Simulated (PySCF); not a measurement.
Spectrum to structure. Level of theory: PySCF, TDDFT PBE0/def2-SVPD, vertical, gas phase, core orbitals frozen in the response. Geometries: GFN2-xTB, one conformer each.

| state | ν̃ (cm⁻¹) | f | main configurations (H = HOMO, L = LUMO) |
| --- | --- | --- | --- |
| S1 | 52350 | 0.0005 | H→L (41%), H→L+1 (24%), H-1→L+2 (8%) |
| S2 | 54110 | 0.0015 | H-1→L+2 (48%), H→L+1 (15%) |
| S3 | 54560 | 0.0045 | H-1→L (23%), H→L+1 (18%), H→L+2 (17%) |
| S4 | 55170 | 0.0014 | H→L+1 (24%), H-1→L+2 (16%), H→L (12%) |
| S5 | 56630 | 0.0056 | H→L (28%), H→L+3 (15%), H→L+1 (10%) |
| S6 | 57510 | 0.0011 | H-1→L+1 (34%), H-3→L+1 (26%), H-3→L (10%) |

**Question.** Which structure fits? All have the formula C7H7ClO.
A. `COC1=CC=CC(Cl)=C1`
B. `COC1=CC=C/C1=C/Cl`
C. `C1[C@H]2O[C@H]2[C@@H](C#C)[C@H]1Cl`

**Answer.** C. Its S1, at 6.49 eV, is the highest among the candidates; the nearest of the others has S1 at 5.09 eV. S1 is HOMO→LUMO (41%), HOMO→LUMO+1 (24%), HOMO-1→LUMO+2 (8%). Löwdin shares by element: HOMO carbon 29% or more, oxygen 24%, chlorine 19% (atoms not listed hold the other 28%); LUMO hydrogen 24% or more, chlorine 11%, carbon 9% or more (atoms not listed hold the other 56%). At the same level the other candidates give, for their lowest levels:
- `COC1=CC=C/C1=C/Cl`: 2.83 eV (f 0.017); 5.01 eV (f 0.445); 5.38 eV (f 0.000); 5.63 eV (f 0.004); 5.80 eV (f 0.000); T1 1.89 eV; HOMO -5.84, LUMO -1.95 eV
- `COc1cccc(Cl)c1`: 5.09 eV (f 0.037); 5.76 eV (f 0.076); 6.13 eV (f 0.000); 6.46 eV (f 0.013); 6.48 eV (f 0.403); T1 3.92 eV; HOMO -6.70, LUMO -0.55 eV
Triplets come from the Tamm–Dancoff approximation.
